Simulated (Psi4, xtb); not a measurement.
Internal rotation in SMILES CCCCCCC. Scanned: dihedral C4–C3–C2–C1; all other coordinates were relaxed at GFN2-xTB. Points at φ and −φ are mirror images. Heavy atoms are numbered in the order of the SMILES CCCCCCC, hydrogens after them in the order of the atoms that carry them; the mirror image has the same energies with the sign of each dihedral reversed.

GFN1-xTB // GFN2-xTB (xtb); PBE-D3(BJ)/def2-SVP // GFN2-xTB (Psi4).

Energies relative to the lowest point of each profile, in kcal/mol:

```
φ / °  GFN1-xTB
-----  --------
-140        1.5
-120        2.0
-100        1.4
-80         0.5
-40         1.4
-20         2.8
20          2.8
40          1.4
60          0.4
120         2.0
160         0.5
180         0.0
```

### Question
What does PBE-D3(BJ)/def2-SVP give at the same points?

### Answer
-140: 2.4; -120: 3.2; -100: 2.3; -80: 0.9; -40: 1.7; -20: 3.8; 20: 3.8; 40: 1.7; 60: 0.5; 120: 3.2; 160: 0.8; 180: 0.0 (kcal/mol).
